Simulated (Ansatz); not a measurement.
Computed with frozen-core CCSD(T)/cc-pVTZ // B3LYP-D3(BJ)/def2-TZVP (Ansatz, a quantum-chemistry and plane-wave program).

Ansatz 0.2 input:
```yaml
crystal:
  periodic: [false, false, false]
  atoms:
    - { symbol: C, position_ang: [1.815003, -0.182493, -0.14866] }
    - { symbol: Ga, position_ang: [-0.01705, 0.441416, 0.209678] }
    - { symbol: C, position_ang: [-1.790896, -0.356836, -0.090345] }
    - { symbol: Cl, position_ang: [-0.102804, 2.436547, 1.111269] }
    - { symbol: H, position_ang: [1.847535, -1.252555, -0.351673] }
    - { symbol: H, position_ang: [2.456425, 0.048523, 0.701688] }
    - { symbol: H, position_ang: [2.208744, 0.350102, -1.016849] }
    - { symbol: H, position_ang: [-2.298425, -0.476721, 0.868199] }
    - { symbol: H, position_ang: [-1.725515, -1.326172, -0.583294] }
    - { symbol: H, position_ang: [-2.393018, 0.318189, -0.700013] }
basis:
  gaussian: { orbitals: cc-pVTZ }
correlation:
  method: ccsd_t
```

Output:

```
Functional definition: HF
1271 factors; integrals over basis functions are off by at most 1.1e-3 eV
mean field evaluation 1: about -66995.1799 eV, gradient 3.4e1 eV
mean field evaluation 2: about -66995.2606 eV, gradient 3.4e1 eV
mean field evaluation 4: about -66998.1563 eV, gradient 2.9e0 eV
mean field evaluation 8: about -66998.1914 eV, gradient 1.6e-1 eV
mean field evaluation 16: about -66997.6181 eV, gradient 1.4e1 eV
mean field -66998.19157752 eV, -2462.1381274686 hartree, gradient 2.3e-6 eV, S^2 0.000000; 0 other end points of the search recorded, 0 dependent functions left out
16 core orbitals not correlated
reference -66998.19157752 eV, -2462.1381274686 hartree; 17, 17 occupied and 188, 188 virtual orbitals, 1271 factors
second order -19.26400154 eV of doubles, -0.00000000 eV of singles
cycle   1  -19.90416956 eV  change   -6.4e-1 eV  update   9.4e-2
cycle   2  -20.40331884 eV  change   -5.0e-1 eV  update   2.6e-2
cycle   3  -20.48638079 eV  change   -8.3e-2 eV  update   1.2e-2
cycle   4  -20.48303150 eV  change    3.3e-3 eV  update   2.8e-3
cycle   5  -20.48230690 eV  change    7.2e-4 eV  update   1.0e-3
cycle   6  -20.48212909 eV  change    1.8e-4 eV  update   3.0e-4
cycle   7  -20.48208248 eV  change    4.7e-5 eV  update   1.1e-4
cycle   8  -20.48210377 eV  change   -2.1e-5 eV  update   3.8e-5
perturbative correction -0.87402249 eV, -0.0321197340 hartree
Total energy: -67019.54770378 eV, -2462.9229506327 hartree
```

Cost: around 5 core-minutes (rough).
